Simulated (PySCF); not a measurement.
## Fractional electron number in Mn (manganese, neutral)

The 4s beta orbital of [Ar] 3d5 4s2 is emptied in steps (occupation f), with all orbitals relaxed, ending at [Ar] 3d5 4s1. Computed with PySCF 2.14 in x2c-TZVPall, with scalar relativity by spin-free X2C-1e. The exact energy is a straight line in f; departures are measured from the line between the end points of the same method.

```
   f  PBE0 (eV)  r2SCAN (eV)  LC-wPBE (eV)
   1      0.000        0.000         0.000
0.75     -0.376       -0.436         0.012
 0.5     -0.500       -0.553         0.012
0.25     -0.370       -0.374         0.004
   0      0.000        0.000         0.000
```

```
 method  E(f=0) − E(f=1) (eV)  −ε at f=1 (eV)  −ε at f=0.5 (eV)
   PBE0                 7.126           5.116             7.139
 r2SCAN                 6.963           4.563             7.123
LC-wPBE                 7.016           7.088             6.996
```

Orbital energy along the path (eV):

```tsv
f	PBE0	r2SCAN	LC-wPBE
1	-5.116	-4.563	-7.088
0.75	-6.126	-5.863	-7.039
0.5	-7.139	-7.123	-6.996
0.25	-8.154	-8.192	-6.990
0	-8.501	-8.101	-6.891
```

As f goes to zero the orbital energy of a semilocal functional can turn back, because the density of that orbital vanishes from the exchange-correlation potential.

Reference removal energy between the ground levels: 7.434 eV (measured; NIST Atomic Spectra Database, ionization energies).
